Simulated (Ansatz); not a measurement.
Two isomers of C3H8OSi: A = `C=CO[SiH2]C`, B = `C/C([SiH3])=C\O`.

Calculated with Ansatz (gas phase, PBE0-D4/def2-TZVP geometries, no zero-point term in ΔE). CCSD(T)/CBS adds triple-zeta CCSD(T) − MP2 to the extrapolated MP2 energy (def2 sets, frozen cores). DFT in def2-TZVPP. B3LYP here is the variant with VWN-RPA as its local correlation; programs differ in this. One conformer a species, not always the lowest.

A:

```xyz
13

C     1.953    0.255   -0.512
C     1.637   -0.132    0.718
O     0.436   -0.025    1.321
Si   -0.983    0.522    0.645
C    -1.631   -0.658   -0.637
H     2.964    0.114   -0.868
H     1.243    0.724   -1.183
H     2.374   -0.589    1.373
H    -0.768    1.871    0.053
H    -1.908    0.624    1.797
H    -1.803   -1.645   -0.201
H    -2.581   -0.291   -1.035
H    -0.934   -0.770   -1.470
```

B:

```xyz
13

C    -0.6107   -1.3449   -0.5046
C    -0.0140   -0.0532   -0.0260
Si   -0.9323    1.0031    1.1842
C     1.1780    0.3763   -0.4446
O     1.9400   -0.3154   -1.3298
H     0.0378   -1.8486   -1.2220
H    -1.5805   -1.1757   -0.9831
H    -0.7882   -2.0287    0.3316
H    -2.2557    1.4224    0.6413
H    -0.1303    2.2189    1.4934
H    -1.2011    0.2666    2.4517
H     1.6047    1.3133   -0.0941
H     2.7525    0.1658   -1.4978
```

(1) Which is lower in electronic energy at CCSD(T)/CBS, and by how much? (An estimate is asked.)

(2) Give E(B) − E(A) in kcal/mol with ωB97M-V, CCSD(T)/def2-TZVPP, CCSD/def2-TZVPP, B3LYP, HF/def2-TZVPP, MP2/def2-TZVPP, PBE-D4. (An estimate is asked.)

Largest T1 diagnostic: 0.012.

## Answers

(1) Computed: A, by 28.8 kcal/mol.

(2) Computed: ωB97M-V 28.9, CCSD(T)/def2-TZVPP 28.4, CCSD/def2-TZVPP 29.1, B3LYP 29.0, HF/def2-TZVPP 32.0, MP2/def2-TZVPP 28.5, PBE-D4 25.2. None reverses the order clearly.

In def2-TZVPP, CCSD(T) changes the Hartree–Fock value by −3.5 kcal/mol (the triples alone add −0.7 kcal/mol) and MP2 by −3.4 kcal/mol. From PBE to PBE0 (25 % exact exchange), in def2-TZVPP and without D4, E(B) − E(A) moves by +1.2 kcal/mol.
